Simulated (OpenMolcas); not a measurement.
# Mo4+: ligand-field states by method

Mo4+ with 4 ligands (sulfide) in tetrahedral coordination (Td) at 2.3 Å. A charge of +1 e stands 2.4 Å behind each ligand. Ligand basis ANO-RCC-VDZP.

```json
{
  "Program": "OpenMolcas 26.06",
  "Basis": "ANO-RCC-VTZP [7s6p4d2f1g]",
  "Scalar Hamiltonian": "DKH2, point nucleus",
  "Active space": "2 electrons in 5 orbitals (4d)",
  "State averaging": "2S+1 = 3 even, 10 roots; 2S+1 = 1 even, 15 roots",
  "Spin-orbit coupling": "RASSI with atomic mean-field integrals over the reference wave functions"
}
```

I. CASSCF
II. SS-CASPT2, IPEA 0.25 Eh, imaginary shift 0.1 Eh (closed shells correlated: 4s 4p and the ligand valence shells)

Spin-free states (labels of Td) in cm-1, each column counted from its own energy of the first state listed:

```tsv
State	Degeneracy	I	II
3A2	1	0	0
3T2	3	6243	4740
1E	2	8251	3940
3T1	3	10117	7850
1A1	1	13365	7700
1T2	3	14477	7810
1T1	3	15843	9300
3T1	3	16631	12930
1E	2	20329	13760
1T2	3	21664	14580
1A1	1	33071	21200
```

From I to II, I's first state of the same spin (3T2) moves from 6243 to 4740 cm-1, by about -1500 cm-1.

From I to II, I's first state of another spin (1E) moves from 8251 to 3940 cm-1, by about -4300 cm-1.

χT at 300 K: I 0.79, II 0.72 cm3 K/mol.

Roots that are degenerate in the reference are averaged as groups; the widest CASPT2 spread within a group is 650 cm-1 (the 3-fold group of multiplicity 1 near 7810 cm-1 above the lowest state of its run, II). Shifts and gaps below about the spread of the groups concerned are not significant. Over all roots computed the reference weight is 0.63 to 0.65 in II; a low but even weight reflects the number of correlated electrons. The least metal-like active orbital is 66 % on the metal (Löwdin) and no ligand orbital is active, so the numbers are rough. The sulfide ions are held by bare point charges, a crude embedding. Ligand-to-metal charge-transfer states are missing. With no ligand orbital active B as a rule stays too high, so bands that hang on it stand too high and its fall with covalency is understated. Without dynamic correlation the repulsion within the d shell is too large (B by tens of per cent), so at a given field states of lower spin stand too high (holds for I). With metal d orbitals alone the field can be off either way by tens of per cent (holds for I). With one d shell and no ligand orbital active, 10Dq can be off by a tenth or more (holds for II). No measured value stands beside these numbers; the geometry was imposed, not optimised, and the real ion may take another.
